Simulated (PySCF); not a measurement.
Isomers of C6H5FO2, mass 128.027 u with the commonest isotopes. Computed with PBE0/def2-SVPD in PySCF (dipole) on a GFN2-xTB geometry, gas phase. One conformer each, none proved a minimum here; rigid rotors.

Problem. Order these by rotational constant C, largest first.
A. `[O:1]=[C:2]1[CH:3]=[C:4]([CH2:5][F:6])[C:7](=[O:8])[CH2:9]1` with C3–C4–C5–F6 0°
B. `[OH:1][c:2]1[cH:3][cH:4][c:5]([F:6])[cH:7][c:8]1[OH:9]` with H–O1–C2–C3 0°, C7–C8–O9–H 180°
C. `Cc1cc(F)oc(=O)c1`
D. `C[C@H]1C(=O)C=C(F)C1=O`
E. `[F:1]/[CH:2]=[CH:3]\[C:4]1=[CH:5][O:6][CH:7]=[CH:8][O:9]1` with C2–C3–C4–C5 180°

Solution. D (1017 MHz), C (946.4 MHz), B (926.7 MHz), E (885.8 MHz), A (860.1 MHz).

Problem. Order these by rotational constant B, largest first.
A. `[O:1]=[C:2]1[CH:3]=[C:4]([CH2:5][F:6])[C:7](=[O:8])[CH2:9]1` with C3–C4–C5–F6 0°
B. `Cc1cc(F)oc(=O)c1`
C. `[F:1]/[CH:2]=[CH:3]\[C:4]1=[CH:5][O:6][CH:7]=[CH:8][O:9]1` with C2–C3–C4–C5 180°
D. `C[C@H]1C(=O)C=C(F)C1=O`

Solution. B (1759 MHz), D (1563 MHz), A (1307 MHz), C (1125 MHz).

Problem. Order these by rotational constant A, smallest first.
A. `Cc1cc(F)oc(=O)c1`
B. `[O:1]=[C:2]1[CH:3]=[C:4]([CH2:5][F:6])[C:7](=[O:8])[CH2:9]1` with C3–C4–C5–F6 0°
C. `[OH:1][c:2]1[cH:3][cH:4][c:5]([F:6])[cH:7][c:8]1[OH:9]` with H–O1–C2–C3 0°, C7–C8–O9–H 180°
D. `[F:1]/[CH:2]=[CH:3]\[C:4]1=[CH:5][O:6][CH:7]=[CH:8][O:9]1` with C2–C3–C4–C5 180°

Solution. A (2023 MHz), B (2440 MHz), C (3201 MHz), D (4171 MHz).

```tsv
SMILES	point group	Ia (u·Å²)	Ib (u·Å²)	Ic (u·Å²)	κ	μa (D)	μb (D)	μc (D)
O=C1C=C(CF)C(=O)C1	Cs	207.11	386.80	587.61	-0.43	1.11	0.57	0.01
C[C@H]1C(=O)C=C(F)C1=O	C1	206.95	323.34	496.88	-0.23	0.26	0.60	0.29
F/C=C\C1=COC=CO1	Cs	121.16	449.37	570.53	-0.85	0.30	1.15	0.01
Cc1cc(F)oc(=O)c1	Cs	249.82	287.27	533.98	0.51	4.11	3.28	0.00
Oc1ccc(F)cc1O	Cs	157.87	387.50	545.37	-0.67	2.23	2.62	0.00
```
